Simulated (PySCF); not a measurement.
Mayer bond orders and bond lengths

C6H10NS (charge +1).
Atom-mapped SMILES: `[CH3:1][NH2+:2][CH2:3][c:4]1[cH:5][cH:6][cH:7][s:8]1` (hydrogens: H9, H10, H11 on C1; H12, H13 on N2; H14, H15 on C3; H16 on C5; H17 on C6; H18 on C7)

Structure used (GFN2-xTB), in Å, numbered top down from 1:
```xyz
18
C6H10NS angstrom
C     -2.9468    0.0670    0.1956
N     -1.5193   -0.2740    0.3403
C     -0.5872    0.6981   -0.3291
C      0.8250    0.2938   -0.1033
C      1.7171   -0.2224   -0.9967
C      2.9689   -0.5045   -0.4104
C      3.0078   -0.2129    0.9146
S      1.5280    0.4295    1.4866
H     -3.1393    1.0456    0.6311
H     -3.5673   -0.6714    0.6993
H     -3.2157    0.0934   -0.8586
H     -1.2627   -0.3066    1.3364
H     -1.3425   -1.2099   -0.0465
H     -0.8126    0.7162   -1.3971
H     -0.7880    1.6848    0.0951
H      1.4989   -0.3824   -2.0369
H      3.8038   -0.9072   -0.9525
H      3.8231   -0.3307    1.6003
```

Bond orders from the PBE0/pcSseg-1 density (PySCF). Geometry: GFN2-xTB, one conformer, isolated ion.

Problem. Where do the orders between heavy atoms depart from those drawn in the SMILES?

Solution. The largest departure is 0.364, at S8–C4 (drawn aromatic, 1.136), counting aromatic bonds as 1.5. Drawn single, order below 0.88: N2–C3 (0.850). The bonds drawn aromatic range from 1.14 to 1.59. The SMILES, with its formal charges, is one Lewis structure only.

Problem. Set the Mayer orders of the bonds between heavy atoms beside their lengths.

Solution. 
| bond | drawn as | length (Å) | Mayer order |
| --- | --- | --- | --- |
| C1–N2 | single | 1.475 | 0.898 |
| N2–C3 | single | 1.504 | 0.850 |
| C3–C4 | single | 1.486 | 1.046 |
| C4–C5 | aromatic | 1.364 | 1.518 |
| C5–C6 | aromatic | 1.411 | 1.287 |
| C6–C7 | aromatic | 1.357 | 1.589 |
| C7–S8 | aromatic | 1.712 | 1.170 |
| S8–C4 | aromatic | 1.744 | 1.136 |

By pair of heavy elements: C–N: lowest N2–C3 (0.850, 1.504 Å), highest C1–N2 (0.898, 1.475 Å). C–C: lowest C3–C4 (1.046, 1.486 Å), highest C6–C7 (1.589, 1.357 Å). C–S: lowest S8–C4 (1.136, 1.744 Å), highest C7–S8 (1.170, 1.712 Å).

Problem. And the bonds to hydrogen?

Solution. C–H: 0.92 to 0.98 (8 bonds); H–N: 0.89 to 0.90 (2 bonds).

Problem. Sum the orders of all bonds at each heavy atom with more than one neighbour and set the sums beside the valence in the SMILES.

Solution. C1 3.747 (drawn 4), N2 3.542 (drawn 4), C3 3.753 (drawn 4), C4 3.700 (drawn 4), C5 3.785 (drawn 4), C6 3.839 (drawn 4), C7 3.709 (drawn 4), S8 2.306 (drawn 2). Orders between atoms that aren't bonded are not in these sums.

Mayer orders depend on the basis set.
